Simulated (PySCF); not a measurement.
Compound: 2-penten-4-olide, C₅H₆O₂.
SMILES: `C[C@H]1C=CC(=O)O1`

Linear response at PBE0/def2-SVPD (PySCF, frozen core in the response, non-relativistic). Isolated species at its PBE0-D3(BJ)/def2-SVP geometry, gas phase.

Static isotropic polarisability: 63.94 au (9.48 Å³), principal values 47.1, 60.1, 84.6 au.

**Question.** What is the polarisability at 1064 nm and at the sodium D line?

**Answer.** 64.52 au at 1064 nm (+0.9 %), 65.89 au at 589.3 nm (+3.0 %). The rise at 589.3 nm is 3.40 times that at 1064 nm; a pure ω² law gives 3.26. The lowest singlet lies at 255 nm, shorter than both wavelengths.

**Question.** What is the isotropic C6 coefficient between two such molecules, C6 = (3/π)∫α(iω)² dω?

**Answer.** 1755 au (Eh·bohr⁶) by a ten-point quadrature over imaginary frequencies, which is 1050 eV·Å⁶ or 101 J·nm⁶/mol.

**Question.** Which effective excitation energy ω̄ makes London's formula C6 = (3/4)α²ω̄ exact here?

**Answer.** ω̄ = 4·C6/(3α²) = 0.572 Eh = 15.6 eV. A one-pole form α(ω) = α/(1 − ω²/ω̄²) fitted to the 1064 nm value gives 12.4 eV. London's choice of the ionisation energy (10.33 eV, ΔSCF at the same level) gives C6 = 1160 au, 34 % too low.

**Question.** How anisotropic is the static polarisability, by Δα² = ½[(α1 − α2)² + (α2 − α3)² + (α3 − α1)²]?

**Answer.** Δα = 33.0 au, or 0.52 of the isotropic value.

**Question.** What three-body coefficient follows from the one-pole estimate C9 = (3/4)·α·C6?

**Answer.** 84200 au. This is an estimate from the two numbers above, not a computed integral.

**Question.** The lowest 6 singlets have (eV, f): 4.86, 0.000; 6.19, 0.199; 6.76, 0.112; 7.33, 0.003; 7.68, 0.018; 7.75, 0.009. What share of the static polarisability do they carry in the sum over states α = Σ f/ω²?

**Answer.** 6.05 au, 9.5 % of α; the largest term, 3.84 au, is that of the state at 6.19 eV. Their oscillator strengths add up to 0.34. Higher states carry the rest.
